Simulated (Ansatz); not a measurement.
`C[SiH](N)[SiH2]O` → `OC([SiH3])N[SiH3]`  (isomerisation)

Computed with Ansatz on PBE0-D4/def2-TZVP structures; ΔE is electronic, products minus reactants. CBS: MP2 limit from def2 TZ/QZ plus the TZ coupled-cluster correction, frozen cores. DFT in def2-TZVPP. B3LYP here is the variant with VWN-RPA as its local correlation; programs differ in this. Each species was taken in one conformer, which may not be the lowest.

```json
{"level": "PBE-D4", "ΔE (kJ/mol)": "235.9", "difference from CCSD(T)/CBS": "-4.2"}
{"level": "PBE0-D4", "ΔE (kJ/mol)": "239.3", "difference from CCSD(T)/CBS": "-0.8"}
{"level": "ωB97X-V", "ΔE (kJ/mol)": "230.4", "difference from CCSD(T)/CBS": "-9.7"}
{"level": "PBE", "ΔE (kJ/mol)": "235.7", "difference from CCSD(T)/CBS": "-4.4"}
{"level": "r2SCAN", "ΔE (kJ/mol)": "243.5", "difference from CCSD(T)/CBS": "3.4"}
{"level": "B3LYP", "ΔE (kJ/mol)": "232.0", "difference from CCSD(T)/CBS": "-8.1"}
{"level": "HF/def2-TZVPP", "ΔE (kJ/mol)": "224.9", "difference from CCSD(T)/CBS": "-15.2"}
{"level": "MP2/def2-TZVPP", "ΔE (kJ/mol)": "240.8", "difference from CCSD(T)/CBS": "0.7"}
{"level": "SCS-MP2/def2-TZVPP", "ΔE (kJ/mol)": "231.9", "difference from CCSD(T)/CBS": "-8.2"}
{"level": "CCSD/def2-TZVPP", "ΔE (kJ/mol)": "233.7", "difference from CCSD(T)/CBS": "-6.4"}
{"level": "CCSD(T)/def2-TZVPP", "ΔE (kJ/mol)": "233.5", "difference from CCSD(T)/CBS": "-6.6"}
{"level": "HF/def2-QZVPP", "ΔE (kJ/mol)": "225.1", "difference from CCSD(T)/CBS": "-15.0"}
{"level": "MP2/def2-QZVPP", "ΔE (kJ/mol)": "244.7", "difference from CCSD(T)/CBS": "4.6"}
{"level": "SCS-MP2/def2-QZVPP", "ΔE (kJ/mol)": "236.0", "difference from CCSD(T)/CBS": "-4.1"}
{"level": "HF/CBS(def2)", "ΔE (kJ/mol)": "225.2", "difference from CCSD(T)/CBS": "-14.9"}
{"level": "CCSD/CBS(def2)", "ΔE (kJ/mol)": "240.3", "difference from CCSD(T)/CBS": "0.2"}
{"level": "CCSD(T)/CBS", "ΔE (kJ/mol)": "240.1", "difference from CCSD(T)/CBS": "0"}
```

Largest T1 diagnostic among the species: 0.012.

From PBE to PBE0 (25 % exact exchange), in def2-TZVPP and without D4, ΔE moves by +3.4 kJ/mol. In def2-TZVPP, CCSD(T) changes the Hartree–Fock value by +8.6 kJ/mol (the triples alone add −0.2 kJ/mol) and MP2 by +15.9 kJ/mol.
